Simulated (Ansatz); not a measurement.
C2H7BrGe can be A, `C[CH]([GeH3])Br`, or B, `[CH3][GeH2][CH2]Br`.

Gas-phase electronic energies from Ansatz, PBE0-D4/def2-TZVP geometries. CBS: MP2 limit from def2 TZ/QZ plus the TZ coupled-cluster correction, frozen cores. DFT in def2-TZVPP. B3LYP here is the variant with VWN-RPA as its local correlation; programs differ in this. For Br, Ge outer-core shells are correlated without core-valence functions, which leaves a few kJ/mol of doubt a bond. Scalar relativity is left out up to krypton. Each species was taken in one conformer, which may not be the lowest.

Which isomer does CCSD(T)/CBS put lower? Give the gap. (An estimate is asked.)

Computed: B, by 6.7 kcal/mol.

Give E(B) − E(A) in kcal/mol with ωB97M-V, HF/def2-TZVPP, B3LYP, r2SCAN-D4, CCSD(T)/def2-TZVPP, MP2/def2-TZVPP, PBE0-D4. (An estimate is asked.)

The calculation gave: ωB97M-V -7.1, HF/def2-TZVPP -7.4, B3LYP -7.3, r2SCAN-D4 -6.9, CCSD(T)/def2-TZVPP -7.3, MP2/def2-TZVPP -7.4, PBE0-D4 -6.8. None reverses the order clearly.

Largest T1 diagnostic: 0.010.
